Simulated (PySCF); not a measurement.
**Radial density of Ti(2+) (titanium, charge +2)**

PBE0, [Ar] 3d2, high-spin 3F determinant. Computed with PySCF 2.14 in cc-pVTZ-DK (7s6p4d2f1g, 68 functions), with the spin-free X2C one-electron Hamiltonian (Gaussian nucleus).

```tsv
r (bohr)	4πr²ρ (e/bohr)	4πr²(ρα − ρβ)
0.00124	0.1783	0.0000
0.00209	0.4559	0.0000
0.00351	1.141	0.0000
0.00591	2.755	-0.0001
0.00994	6.249	-0.0001
0.0167	12.69	-0.0003
0.0281	21.29	-0.0005
0.0473	26.17	-0.0005
0.0795	21.79	-0.0001
0.134	20.73	0.0059
0.225	28.06	0.0624
0.379	15.78	0.3487
0.637	8.336	1.0100
1.07	9.230	1.3381
1.80	2.161	0.7013
3.03	0.1449	0.1156
5.10	0.003069	0.0031
```

Densities and radii are taken from the X2C orbitals without a picture-change correction, which distorts them close to the nucleus.
